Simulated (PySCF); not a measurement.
Al(Br)(Me)2 (C₂H₆AlBr), SMILES [CH3][Al]([CH3])[Br].

The structure is a stationary point at PBE-D3(BJ)/def2-SVP. The structure was generated by enumeration; whether it is a known compound was not checked.

Two levels are set side by side: TDDFT-PBE/def2-SVPD (PySCF) and TDDFT-M06-2X/def2-SVPD (PySCF). Vertical, same geometry. The lowest singlet is HOMO→LUMO 100 % with PBE and HOMO→LUMO 95 % with the other functional; states are paired by order. Differences are taken from unrounded values.

| quantity | TDDFT-PBE |
|---|---|
| lowest singlet excitation (eV) | 4.97 |
| lowest triplet excitation (TDA) (eV) | 4.78 |
| first bright state (f over 0.05) (eV) | 5.63 |
| its oscillator strength | 0.11 |

Task: These are the TDDFT-PBE values. What does TDDFT-M06-2X give? (An estimate is asked for; the answer gives what the named calculation found.)

Result: 
| quantity | TDDFT-M06-2X | TDDFT-PBE minus TDDFT-M06-2X |
|---|---|---|
| lowest singlet excitation (eV) | 5.46 | -0.49 |
| lowest triplet excitation (TDA) (eV) | 5.23 | -0.45 |
| first bright state (f over 0.05) (eV) | 6.39 | -0.76 |
| its oscillator strength | 0.16 | -0.06 |

Functionals without exact exchange tend to place singlet excitations lower, as here. Differences between two approximate levels are no errors against the true value.

Rough cost on one machine, each run with all the roots and properties that it gave: TDDFT-M06-2X against TDDFT-PBE about 10 times.
